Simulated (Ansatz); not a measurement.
C7H5O2− (`O=C([O-])c1ccccc1`): measurement beside calculation (Ansatz, PBE0-D4/def2-TZVP geometry).

```xyz
14

O    -0.241    2.096    2.340
C     0.633    1.312    1.920
O     1.786    1.107    2.348
C     0.228    0.473    0.692
C     1.114   -0.442    0.133
C     0.754   -1.200   -0.972
C    -0.507   -1.051   -1.538
C    -1.399   -0.139   -0.988
C    -1.031    0.614    0.118
H     2.089   -0.532    0.600
H     1.456   -1.912   -1.398
H    -0.792   -1.642   -2.404
H    -2.386   -0.018   -1.426
H    -1.702    1.334    0.574
```

Measured: 1626 cm⁻¹ (antisymmetric COO- stretch, IRMPD spectroscopy); 1311 cm⁻¹ (symmetric COO- stretch, IRMPD spectroscopy). Source: Action spectroscopy of gas-phase carboxylate anions by multiple photon IR electron detachment/attachment, 2008 (arxiv:0809.2519).

Harmonic PBE0-D4 wavenumbers (cm⁻¹, unscaled): 60, 159, 213, 370, 423, 449, 505, 628, 679, 715, 719, 826, 839, 870, 954, 1010, 1011, 1022, 1048, 1073, 1133, 1161, 1176, 1307, 1371, 1376, 1474, 1510, 1639, 1652, 1713, 3149, 3160, 3180, 3200, 3202. Fundamentals include anharmonicity and usually lie a few per cent under these; harmonic values from spectra compare directly.
